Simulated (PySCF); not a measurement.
## Spin states of BiF

Unrestricted PBE0; basis Bi def2-SVPD with ECP60, F def2-SVPD; scalar-relativistic core potentials; PySCF 2.14. Outer shells of the fragments: Bi 5d10 6s2 6p3; F 2s2 2p5.

Followed along the bond (rough minima from three points):

```tsv
2Ms+1	unpaired	⟨S²⟩ at the start	R at minimum (Å)	Te (eV)
3	π ↑↑	2.00	2.07	0.00
1	π ↑↓	1.00	2.07	0.34
1	none	0.00	2.07	1.25
5	σ ↑↑, π ↑↑	6.00	none in the scan	≤ 5.30
```

Solutions found at the starting distance of 2.075 Å, counted from the lowest of them; the search is not exhaustive and high or unbound solutions are not listed, so other states can lie among these:

```
2Ms+1    unpaired   term  E (eV)  ⟨S²⟩  ⟨Lz²⟩  μ (D)
    3        π ↑↑    ³Σ⁻    0.00  2.00   0.00  -3.57
    1        π ↑↓  mixed    0.34  1.00   2.01  -3.52
    1        none  mixed    1.25  0.00   2.00  -3.37
    3    σ ↑, π ↑     ³Π    2.49  2.00   1.00  -2.65
    1    σ ↓, π ↑  mixed    2.78  1.00   1.01  -2.46
    5  σ ↑↑, π ↑↑    ⁵Σ⁻    6.09  6.00   0.00   0.62
    3    σ ↑, π ↑     ³Π    6.22  2.01   1.00   0.03
    1    σ ↓, π ↑  mixed    6.41  1.01   1.00   0.30
    3        π ↑↑  mixed    6.50  2.00   2.01   1.75
    5  σ ↑, π ↑↑↑     ⁵Π    6.52  6.00   1.00   2.13
```

A term symbol is given only where ⟨S²⟩ and ⟨Lz²⟩ are close to those of a pure state; real π, δ and φ orbitals otherwise mix terms. A positive dipole means Bi(−)F(+).

These are scalar-relativistic numbers at best; spin–orbit coupling would shift them, the dissociation energy most. Counting both spins, an empty level lies below a filled one in some of these solutions, because spin and occupation are held.
